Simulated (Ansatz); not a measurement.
Sr₂O₃⁻, relaxed as a doublet with UKS PBE0-D4/def2-SVPD in Ansatz, starting from the GFN1-xTB geometry. Force threshold 0.02 eV/Å.

In the def2 sets Sr takes a core potential; there is no spin–orbit coupling. Another isomer (doublet) lies 0.22 eV lower at PBE0-D4/def2-TZVPD; other spin states weren't run for this one.

Start:

Cartesian coordinates in Å:
```
Sr 1.967 -0.130 -1.307
Sr -0.822 0.054 0.549
O 0.331 1.222 -1.135
O 1.056 -1.310 0.213
O -2.531 0.164 1.680
```

(1) Estimate the energy that the relaxation releases and the steps that it takes.

(2) Does the start keep its bonding and symmetry?

(3) Predict the relaxed structure.

Answers

(1) 8.6 kcal/mol, in 10 steps; 39 s on 4 threads of Arm Neoverse V1 on a shared host. No frequencies were taken in this run, so the end may be a saddle point.

(2) By distances, no bond broke or formed. The bond that changes most is Sr2–O5, from 2.05 to 2.45 Å (atoms count from 1). Point group C2v at the start, C2v at the end, both within 0.05 Å.

(3) 
```xyz
5

Sr    2.0124   -0.1325   -1.3374
Sr   -0.7194    0.0479    0.4790
O     0.3594    1.2443   -1.1721
O     1.1024   -1.3396    0.2021
O    -2.7547    0.1799    1.8283
```
Bond lengths (bridged metal pairs left out): 5 × O–Sr 2.16 to 2.45 Å.
